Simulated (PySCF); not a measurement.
## Static response to an electric field

Compound: C4H8ClNSi.
Geometry (GFN2-xTB, Å), atoms numbered from 1 in this order:
```xyz
15
C4H8ClNSi angstrom
C      0.4327    1.0138   -1.1760
C     -0.1378   -0.2614   -0.5599
C      0.9545   -0.9964    0.2383
C      1.4050   -0.2142    1.3589
N      1.7525    0.4238    2.2420
Si    -1.6867    0.1055    0.5079
Cl    -2.3161   -1.6434    1.2927
H      1.2732    0.7868   -1.8316
H      0.7822    1.6908   -0.3993
H     -0.3253    1.5286   -1.7615
H     -0.4276   -0.9305   -1.3794
H      0.5743   -1.9503    0.6159
H      1.8195   -1.2010   -0.4023
H     -2.7375    0.6318   -0.3607
H     -1.3673    1.0240    1.5932
```

Level: PBE0/def2-SVPD (PySCF), static field, nuclei fixed, core orbitals frozen in the response. The polarisability tensor in these axes (au):

```
x   91.17  5.47  0.10
y    5.47 84.68 -2.24
z    0.10 -2.24 87.47
```

**Question.** Diagonalise the tensor; give its mean and Δα, where Δα² is half the sum of the squared differences of the eigenvalues.

**Answer.** Principal values 80.95, 87.93 and 94.44 au; mean 87.77 au = 13.01 Å³ = 14.47 × 10⁻⁴⁰ C²·m²/J; Δα = 11.69 au (13 % of the mean).

**Question.** What is the dipole moment, and where does it point?

**Answer.** (-0.59, -0.77, -3.83) D, 3.95 D in size, pointing from the negative to the positive side. Measured along this direction, the outermost atoms are N5 at the negative end and H11 at the positive end.

**Question.** What would n − 1 = 2πNα be for an ideal gas of these molecules at 273.15 K and 1 atm, electronic part alone?

**Answer.** N = p/kT = 2.6868 × 10¹⁹ cm⁻³, so n − 1 = 2π × N × 13.01 × 10⁻²⁴ cm³ = 2196 × 10⁻⁶ at long wavelengths, for an ideal gas.

**Question.** Give the principal axes and the span of the nuclei along them.

**Answer.** Largest value along (0.85, 0.51, -0.15), where the nuclei span 4.75 Å; middle along (0.28, -0.18, 0.94), 4.55 Å; least along (-0.45, 0.84, 0.30), 3.90 Å. The response follows the extents in order.

**Question.** Orientational against electronic polarisability at 250 K (dilute gas, rigid molecules)?

**Answer.** In Gaussian units μ²/3kT = 150.99 Å³ against 13.01 Å³, a ratio of 11.61; the Debye molar polarisation (4π/3)N_A(α + μ²/3kT) is 413.7 cm³/mol, leaving out the vibrational part.

Isolated species at its GFN2-xTB geometry (one conformer only).
